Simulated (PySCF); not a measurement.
**KSi⁺ from Hartree–Fock to correlated methods**

State: ³Π (triplet), unpaired electrons σ ↑, π ↑. Set-up: PySCF, no relativity, basis sets K 6-31G(d,p), Si 6-31G(d,p). De refers to K⁺ + Si in their high-spin ground configurations, without counterpoise correction. The functionals are run spin-unrestricted. A positive dipole points towards Si; it is taken about the centre of mass and depends on that origin.

```
      Level  Re (Å)  ωe (cm⁻¹)  De (eV)  μ (D)
        UHF   3.852       78.5    0.224  -6.11
    UHF-MP2   3.781       84.5    0.266    n/a
UHF-SCS-MP2   3.796       83.4    0.258    n/a
   UHF-CCSD   3.785       84.2    0.266    n/a
UHF-CCSD(T)   3.780       84.7    0.270    n/a
        PBE   3.684       88.2    0.319  -5.28
       BLYP   3.742       84.8    0.312  -5.30
     r²SCAN   3.715       85.0    0.267  -5.61
       PBE0   3.682       87.9    0.288  -5.48
    r²SCAN0   3.701       86.3    0.264  -5.64
  BHandHLYP   3.695       88.8    0.281  -5.57
  CAM-B3LYP   3.672       90.5    0.294  -5.49
```

The bond length runs from 3.672 Å (CAM-B3LYP) to 3.852 Å (UHF). De spans 0.22 eV (UHF, mean field) to 0.32 eV (PBE, GGA). Correlation at CCSD(T) changes the Hartree–Fock bond energy by +0.05 eV; the triples alone change it by +0.00 eV.

Correlated steps freeze 10 core orbitals. The bond is weak. Basis-set superposition, not corrected here, can be much of De in a small basis, most of all at correlated wavefunction levels. For an ion De counts to the pair picked by the measured ionisation energies or electron affinities, which need not be the lowest pair at this level. The state is the lowest determinant that a PBE0 search found; another state may lie lower at other levels.
